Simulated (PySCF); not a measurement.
(LiCl)2 ring, Li2Cl2.
Cartesian coordinates in Å at the PBE0-D3(BJ)/def2-SVP level; atoms count from 1:
```
atom  x, y, z in Å
Li1   -0.461   -0.270    1.188
Cl2    0.858   -1.531   -0.017
Li3    0.461    0.270   -1.188
Cl4   -0.857    1.531    0.017
```

Method used: PySCF 2.14.0, density-fitted response routines, TDDFT PBE0/def2-SVPD, vertical, gas phase, core orbitals frozen in the response.

Ground-to-excited transition dipoles (e·a0, same axes as the geometry; the sign carries no meaning), for the states with f of 0.002 or more among the lowest 5:

```tsv
state	E (eV)	μx	μy	μz
S2	6.444	0.155	-0.277	-0.004
S3	6.581	-0.594	-0.329	-0.305
S5	6.869	0.352	0.207	-0.908
```

Q: Work out the oscillator strengths.

A: f = (2/3) ΔE |μ|² with ΔE in hartree (27.2114 eV).

```csv
state,|μ|² (au),|μ| (D),f
S2,0.101,0.81,0.016
S3,0.555,1.89,0.089
S5,0.991,2.53,0.167
```

Q: All atoms lie in one plane. Which transitions are polarised in it and which across it?

A: In the plane: S2 and S5. Perpendicular: S3. In-plane polarisation joins two orbitals of the same parity under reflection in the plane (π with π, or σ with σ, in-plane lone pairs counted as σ); perpendicular polarisation joins orbitals of opposite parity.

Q: What angle do the transition dipoles of S2 and S3 make?

A: |cos θ| = |μa·μb| / (|μa| |μb|) = 0.00, so θ ≈ 90° (taken between 0 and 90°, since the signs are arbitrary).

Q: What peak molar absorption coefficient would the strongest computed level give as a lone Gaussian band 0.5 eV wide at half height?

A: ε(max) = 2.175×10⁸ f / FWHM, with the width in cm⁻¹. S5: 2.175×10⁸ × 0.1667 / 4033 ≈ 9000 L mol⁻¹ cm⁻¹.

Hardware: one thread, Arm Neoverse N1, no GPU, on a shared host. Cost: 4.3 s.
